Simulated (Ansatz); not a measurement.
Basis sets compared for the cluster Sr3Te3 (the lowest singlet isomer of a short search). Total charge 0; singlet. Geometry PBE-D4/def2-SVP. Ansatz on 4 threads of Arm Neoverse V1 on a shared host; times are rough, and most runs start from earlier orbitals.

```xyz
6

Sr   -2.0875    1.4008   -1.0033
Sr    1.8609    1.2457    1.5285
Sr    0.2296   -2.6439   -0.5255
Te   -0.2866    3.2089    0.6491
Te   -2.2579   -1.5120   -1.8576
Te    2.5414   -1.6995    1.2088
```

In the def2 sets Sr, Te take a core potential; there is no spin–orbit coupling. The structure comes from a short search, and lower isomers may exist.

Binding counts from free atoms (Sr singlet, Te triplet) in the same basis, without a counterpoise term.

| level | functions | energy (Eh) | HOMO (eV) | LUMO (eV) | binding per atom (eV) | wall time |
| --- | --- | --- | --- | --- | --- | --- |
| PBE-D4/def2-SVP | 147 | -896.4720 | -4.34 | -2.45 | 2.55 | 2.9 s |
| PBE-D4/def2-TZVP (with forces) | 249 | -896.5289 | -4.37 | -2.46 | 2.53 | 6.5 s |
| PBE0-D4/def2-SVP | 147 | -896.5218 | -5.20 | -1.89 | 2.54 | 6.5 s |
| PBE0-D4/def2-TZVP | 249 | -896.5752 | -5.22 | -1.88 | 2.53 | 11 s |
| BHLYP-D4/def2-TZVP | 249 | -896.2289 | -5.90 | -1.43 | 2.39 | 15 s |

Problem. Estimate the rows for PBE-D4/def2-TZVPD, PBE0-D4/def2-TZVPD, BHLYP-D4/def2-TZVPD.

Solution. 
| level | functions | energy (Eh) | HOMO (eV) | LUMO (eV) | binding per atom (eV) | wall time |
| --- | --- | --- | --- | --- | --- | --- |
| PBE-D4/def2-TZVPD | 276 | -896.5295 | -4.37 | -2.46 | 2.53 | 7 s |
| PBE0-D4/def2-TZVPD | 276 | -896.5758 | -5.21 | -1.88 | 2.53 | 14 s |
| BHLYP-D4/def2-TZVPD | 276 | -896.2295 | -5.90 | -1.43 | 2.39 | 17 s |
